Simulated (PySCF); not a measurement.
Level of theory: PBE0-D3(BJ)/def2-TZVP in PySCF. Isolated molecules, 0 K electronic values unless said otherwise. One relaxed conformer stands for a flexible species; it need not be the lowest. Excitations are Tamm–Dancoff values on a coarser integration grid. The basis has no diffuse functions, so Rydberg states are missing or too high.

Reference species (SMILES): `C1(SCS1)S` (H–S–C–S torsion 94°) (neutral, multiplicity 1).

```yaml
S1 excitation (TDA): 3.92 eV
LUMO: -1.29 eV
```

Changed species: `SC=C(S)S`.

### Question
Predict the effect on the S1 excitation (TDA) and LUMO.

### Answer
the S1 excitation (TDA) rises by 0.44 eV, to 4.36 eV; the LUMO goes up by 0.75 eV, to -0.54 eV.
